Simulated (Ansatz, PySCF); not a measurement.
Molecule: sum formula SiN₂H₄Br₂, charge 0, multiplicity 1. 
Structure (B3LYP-D3(BJ)/def2-TZVP (Ansatz, a first-principles code) minimum search):
```
Si
N 1 1.6936
H 2 1.0072 1 120.60
H 2 1.0087 3 112.55 1 150.58
N 1 1.6936 2 108.92 3 -157.35
H 5 1.0072 1 120.60 2 -157.35
H 5 1.0087 6 112.55 1 150.58
Br 1 2.2424 2 116.51 3 84.77
Br 1 2.2424 2 104.54 3 -32.16
```

Total electronic energies in hartree. Valence correlation only, unless marked. No spin-orbit coupling. The frozen core is the preceding noble-gas configuration, with the filled d and f shells of earlier blocks. Non-relativistic. Basis-set limits of correlation are two-point, X^-3; Hartree-Fock from the larger set. [CCSD(T)-MP2]/basis is that difference in the basis named.

```json
[
 {"level": "HF/6-31G*", "program": "Ansatz", "energy (Eh)": "-5544.52219"},
 {"level": "HF/def2-SVP", "program": "Ansatz", "energy (Eh)": "-5544.36064"},
 {"level": "HF/def2-TZVPPD", "program": "Ansatz", "energy (Eh)": "-5545.24283"},
 {"level": "HF/def2-QZVPP", "program": "Ansatz", "energy (Eh)": "-5545.35438"},
 {"level": "RI-HF/def2-QZVPP", "program": "Ansatz", "energy (Eh)": "-5545.35422"},
 {"level": "PBE/def2-TZVPD", "program": "Ansatz", "energy (Eh)": "-5548.89825"},
 {"level": "B97M-V/def2-TZVPD", "program": "Ansatz", "energy (Eh)": "-5548.93954"},
 {"level": "B3LYP-D3(BJ)/def2-TZVPD", "program": "Ansatz + dftd3", "energy (Eh)": "-5550.04936"},
 {"level": "B3LYP-D4/def2-TZVPD", "program": "Ansatz + dftd4", "energy (Eh)": "-5550.04810"},
 {"level": "BHLYP-D3(BJ)/def2-TZVPD", "program": "Ansatz + dftd3", "energy (Eh)": "-5549.89160"},
 {"level": "TPSSh-D4/def2-TZVPD", "program": "PySCF + dftd4", "energy (Eh)": "-5549.81077"},
 {"level": "r2SCAN0-D4/def2-TZVPD", "program": "Ansatz + dftd4", "energy (Eh)": "-5549.82730"},
 {"level": "wB97X/def2-TZVPD", "program": "Ansatz", "energy (Eh)": "-5549.98123"},
 {"level": "MP2/def2-SVPD", "program": "Ansatz", "energy (Eh)": "-5545.09257"},
 {"level": "RI-MP2/def2-TZVPPD", "program": "Ansatz", "energy (Eh)": "-5546.11302"},
 {"level": "SCS-MP2/6-31G*", "program": "Ansatz", "energy (Eh)": "-5545.14315"},
 {"level": "SCS-MP2/def2-TZVPP", "program": "Ansatz", "energy (Eh)": "-5546.09317"},
 {"level": "CCSD/STO-3G", "program": "Ansatz", "energy (Eh)": "-5485.04656"},
 {"level": "CCSD/6-31G", "program": "Ansatz", "energy (Eh)": "-5544.66849"},
 {"level": "CCSD/6-31G*", "program": "Ansatz", "energy (Eh)": "-5545.20378"},
 {"level": "CCSD/def2-TZVPPD", "program": "Ansatz", "energy (Eh)": "-5546.15569"},
 {"level": "CCSD(T)/def2-SVP", "program": "Ansatz", "energy (Eh)": "-5545.09189"},
 {"level": "RI-MP2/CBS(def2-TZVPPD,def2-QZVPPD)+[CCSD(T)-MP2]/def2-TZVPPD", "program": "Ansatz", "energy (Eh)": "-5546.4322"}
]
```

Totals of different functionals don't rank their quality; only differences between species are comparable.
